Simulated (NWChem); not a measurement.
**Correlation energy of CHCl**

```xyz
3

C      1.0579    -0.5466     0.0000
Cl    -0.4752     0.1724     0.0000
H      1.7315     0.3489     0.0000
```
Charge 0, spin multiplicity 1.

Everything below was run with NWChem. The geometry was optimised at PBE0/def2-SVP, a minimum by its harmonic frequencies.

Basis set: 6-311G**. Each correlation energy counts from its own Hartree-Fock reference.

The correlated methods keep 6 core orbitals frozen. The Pople sets run with spherical d functions. The structure started from a generated list of species. No row is a measurement; the coupled-cluster row has its own basis-set and correlation limits.

| method | correlation energy (mHa) |
|---|---|
| MP2 | ? |
| SCS-MP2 | -254.9 |
| CR-CCSD[T] | ? |
| CR-CCSD(T) | -295.3 |
| CCSD | ? |
| CCSD+T(CCSD) | ? |
| CCSD(T) | -297.2 |

Q: Fill in the missing entries.

A: 
- MP2, correlation energy (mHa): -256.2
- CR-CCSD[T], correlation energy (mHa): -296.0
- CCSD, correlation energy (mHa): -287.0
- CCSD+T(CCSD), correlation energy (mHa): -298.0
